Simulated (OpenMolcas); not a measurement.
## Computed transition rates of Tb IV

```yaml
Program: OpenMolcas 26.06
Method: "SS-RASPT2, IPEA 0.25 Eh, imaginary shift 0.1 Eh (closed shells correlated: 5s 5p)"
Basis: ANO-RCC-VTZP [8s7p5d3f2g1h]
Scalar_Hamiltonian: DKH2, point nucleus
Active_space: 8 electrons in 14 orbitals (RAS2 4f; RAS3 5f, at most 2 electrons)
State_averaging: 2S+1 = 7 even, 7 roots; 2S+1 = 5 even, 31 roots kept (CI in the orbitals of an earlier block)
Spin-orbit_coupling: RASSI with atomic mean-field integrals over the reference wave functions, term energies averaged over their components
```

Rates come from the transition moments of the reference wave functions (E1 and E2 in the length form). At fixed line strength A goes as λ^-3 for E1 and M1 and as λ^-5 for E2, so a rate at the computed wavelength can be rescaled to the measured one. Measured vacuum wavelengths follow from level energies in Martin, Zalubas and Hagan, Atomic Energy Levels: The Rare-Earth Elements, NSRDS-NBS 60 (1978). Branching counts decays inside the model space alone, at computed energies, and the table is only a selection of the M1 lines, drawn from those between levels with measured partners whose computed energy lies within a factor of 1.5 of the measured one.

```
  Upper    Lower  Type  λ computed (nm)  λ measured (nm)  A computed (s-1)  A rescaled (s-1)  Branching %
4f⁸ ⁷F₅  4f⁸ ⁷F₆    M1             4572             4874          5.00e-01          4.13e-01        100.0
4f⁸ ⁷F₄  4f⁸ ⁷F₅    M1             7183             7920          2.39e-01          1.78e-01        100.0
4f⁸ ⁷F₃  4f⁸ ⁷F₄    M1            10380            10220          1.11e-01          1.16e-01        100.0
4f⁸ ⁷F₂  4f⁸ ⁷F₃    M1            15360            14590          4.37e-02          5.10e-02        100.0
4f⁸ ⁷F₁  4f⁸ ⁷F₂    M1            24880            22030          1.29e-02          1.86e-02        100.0
4f⁸ ⁷F₀  4f⁸ ⁷F₁    M1            52200            45050          2.24e-03          3.48e-03        100.0
```

The largest correction is for 4f⁸ ⁷F₀ → 4f⁸ ⁷F₁ (M1): 2.24e-03 × (52200 / 45050)^3 = 3.48e-03 s-1, a factor of 1.56.

These are rates of the free ion; in crystals, glasses and complexes forced electric-dipole and non-radiative decay shorten such lifetimes by orders of magnitude. No measured rate stands beside these. Rescaling mends the energy factor alone: line strengths can still be far off where a level mixes with configurations outside the active space, and weak or spin-changing lines hang on small mixing coefficients that depend on the term gaps too, so rescaling need not improve them.

CASPT2 breaks the degeneracy within a term, and the mean is taken; among the terms shown or strongly mixed into the levels shown the widest spread is 15 cm-1 (4f⁸ ⁷F). Each CASPT2 term energy is a mean over a sample of three components. High states are left out of the spin-orbit mixing, which shifts the levels that they would mix with. Active for correlation alone: 5f; no level in the range computed is led by a configuration that fills it, so any true level of that kind is missing. Computed and measured levels are paired by configuration, term and J; levels that our copy of the source lacks, or whose pairing is in doubt (as where it misses far off the trend of its configuration), stay unpaired. Levels of configurations outside the active space are missing.
